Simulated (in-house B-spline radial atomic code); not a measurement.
**Ionising Ho III (Ho2+) with different functionals**

Computed with a B-spline radial code for spherical atoms: four-component Dirac-Coulomb Hamiltonian, Fermi nucleus of rms radius 5.2022 fm, spin-restricted, spherical fractional occupations for the functionals, and exact exchange of hybrids averaged over the configuration. The ionisation energy is the difference of two self-consistent energies, [Xe] 4f11 → [Xe] 4f10, without Breit or QED terms; ε is the level of the shell that loses the electron (mean over j). The electron is taken from both j subshells in proportion to 2j + 1, so the result is a j average, not the step between ground levels.

```tsv
method	rung	ΔSCF (eV)	-ε(4f) (eV)
CAM-B3LYP	range-separated hybrid	25.02	21.32
HSE06	range-separated hybrid	24.83	19.41
LC-wPBE	range-separated hybrid	25.40	22.28
wB97X	range-separated hybrid	24.84	22.13
```

**Question.** Among the functionals, which spreads more, the ΔSCF values or the orbital energies?

**Answer.** The orbital energies: ΔSCF values span about 0.56 eV and the orbital energies 2.87 eV; here energy differences depend much less on the functional than eigenvalues do.

**Question.** How do they compare with the NIST value?

**Answer.** NIST lists 22.79 eV ± 0.03 (semi-empirical, ground level to ground level). Errors run from +2.04 to +2.61 eV. The correlated functionals all miss on the same side by more than they spread, so the cause is common to them (Breit-QED terms, spin polarisation, the choice among j levels, multiplet and fine-structure energies, or a listed next ion that isn't the cheapest removal here) and closeness doesn't rank the functionals.
